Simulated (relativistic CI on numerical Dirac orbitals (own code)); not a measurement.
**Ca14+: sensitivity of the levels to the model**

Base calculation: Dirac-Coulomb-Breit CI, separate exchange-only KLI orbitals for each configuration, model QED (radiative potential, 1s self-energy scaled to tabulated hydrogen-like ionisation energies), unscaled Slater integrals.

Configuration list (outside the closed core 1s2): 2s²2p², 2s2p³, 2p⁴, 2p³3s, 2p³3p, 2p³3d, 2s²2p3s, 2s²2p3p, 2s²2p3d, 2s2p²3s, 2s2p²3p, 2s2p²3d, 2s²2p4s, 2s²2p4p, 2s²2p4d, 2s²2p4f. Levels of other configurations are missing.

The lowest level and the first level of each name with at least 55 % of one term (blank where a level has no safe partner in the second run):

```tsv
Level	Base (eV)	Shift (eV)
2s²2p² ³P0	0.000	0.000
2s²2p² ³P1	2.165	+0.104
2s²2p² ³P2	4.453	+0.296
2s²2p² ¹D2	13.797	+0.279
2s²2p² ¹S0	24.599	+0.157
2s2p³ ⁵S°2	33.238	+0.170
2s2p³ ³D°2	61.889	+0.111
2s2p³ ³D°1	62.009	+0.078
2s2p³ ³D°3	62.316	+0.305
2s2p³ ³P°0	72.559	+0.049
2s2p³ ³P°1	72.691	+0.123
2s2p³ ³P°2	73.036	+0.181
2s2p³ ³S°1	91.721	+0.116
2s2p³ ¹D°2	91.937	+0.221
2s2p³ ¹P°1	102.547	+0.157
2p⁴ ³P2	138.737	+0.045
2p⁴ ³P1	141.971	+0.100
2p⁴ ³P0	142.760	+0.110
2p⁴ ¹D2	150.198	+0.162
2p⁴ ¹S0	170.046	+0.007
2s²2p3s ³P°0	505.239	+0.314
2s²2p3s ³P°1	505.900	+0.339
```

At this charge energies of transitions that change n are usually good to better than 1 %, and those within a shell (Δn = 0) to a few per cent.

(1) One thing was changed in a second run, which moved the levels as shown. Which?
A. Breit term removed
B. one mean potential for all configurations
C. configuration mixing switched off
D. P86 correlation estimate
E. QED terms removed

Answers

(1) A. Breit term removed. The Breit term mainly narrows fine-structure intervals, so removing it widens them.

LS names give the leading component of a level, which can be under half, so a name can repeat, a term be missing and a line seem to break the LS rules.
